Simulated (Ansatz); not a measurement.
Two isomers of C3H7NOSi: A = `C/C=C1\N[SiH2]O1`, B = `C=C1O[SiH2]C1N`.

Isolated molecules relaxed with PBE0-D4/def2-TZVP in Ansatz; ΔE leaves out vibrations. CCSD(T)/CBS adds triple-zeta CCSD(T) − MP2 to the extrapolated MP2 energy (def2 sets, frozen cores). Functionals use def2-TZVPP. Each species was taken in one conformer, which may not be the lowest.

Question: Which isomer does CCSD(T)/CBS put lower? Give the gap. (Best estimate.)

Answer: The calculation gave: A, by 20.9 kcal/mol.

Question: Give E(B) − E(A) in kcal/mol with MP2/def2-TZVPP, HF/def2-TZVPP, CCSD(T)/def2-TZVPP, ωB97M-V, BLYP-D4, r2SCAN-D4, CCSD/def2-TZVPP. (Best estimate.)

Answer: The calculation gave: MP2/def2-TZVPP 21.9, HF/def2-TZVPP 24.4, CCSD(T)/def2-TZVPP 20.7, ωB97M-V 20.8, BLYP-D4 19.5, r2SCAN-D4 21.5, CCSD/def2-TZVPP 21.3. None reverses the order clearly.

Question: Does the order hold for the free energy at 298.15 K (harmonic terms from PBE0-D4)? (Estimate.)

Answer: Computed: Yes: G(B) − G(A) = +21.5 kcal/mol, for one conformer each.

Largest T1 diagnostic: 0.012.

In def2-TZVPP, CCSD(T) changes the Hartree–Fock value by −3.7 kcal/mol (the triples alone add −0.6 kcal/mol) and MP2 by −2.5 kcal/mol. From PBE to PBE0 (25 % exact exchange), in def2-TZVPP and without D4, E(B) − E(A) moves by +1.5 kcal/mol.
